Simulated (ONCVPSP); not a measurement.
**lead (Pb): excitation energies, all-electron against ONCV**

ONCVPSP 4.0.1 input, shortened (lines: element, Z, core and valence counts, functional; n l f; lmax; l rc ep ncon nbas qcut; lloc lpopt rc5 dvloc0; l nproj debl; icmod fcfact rcfact), Wu-Cohen, scalar-relativistic:

```
  Pb 82.00   10    5  -118130      upf
    1    0    2.00
    2    0    2.00
    2    1    6.00
    3    0    2.00
    3    1    6.00
    3    2   10.00
    4    0    2.00
    4    1    6.00
    4    2   10.00
    4    3   14.00
    5    0    2.00
    5    1    6.00
    5    2   10.00
    6    0    2.00
    6    1    0.50
    2
    0    1.55    0.00    5   10    5.00
    1    1.85    0.00    3    6    8.70
    2    1.75    0.00    4    9    8.10
    4    5    1.30    4.00
    0    2    2.80
    1    2    2.90
    2    1    3.10
    0    0.00    0.00
```

Energies are relative to the spin-unpolarised reference configuration 5s2 5p6 5d10 6s2 6p0.5; without spin polarisation the order of configurations can differ from experiment.

```csv
valence configuration,charge,ΔE all-electron (eV),error AE − PS (meV)
5s2 5p6 5d10 6s2 6p1,+1,-5.813,+2.7
5s2 5p6 5d10 6s2 6p0,+2,7.635,-3.7
```

What are ΔE and the potential's error for 5s2 5p6 5d9 6s2 6p3?

ΔE = 6.846 eV all-electron; the error (AE − PS) is +3.1 meV.

What are ΔE and the potential's error for 5s2 5p6 5d10 6s2 6p2?

ΔE = -12.406 eV all-electron; the error (AE − PS) is +5.7 meV.

Levels in the configuration 5s2 5p6 5d9 6s2 6p3:

| level | all-electron (eV) | pseudo (eV) |
| --- | --- | --- |
| 5s | -149.725 | -149.634 |
| 5p | -91.042 | -91.021 |
| 5d | -25.462 | -25.457 |
| 6s | -14.106 | -14.098 |
| 6p | -4.565 | -4.565 |
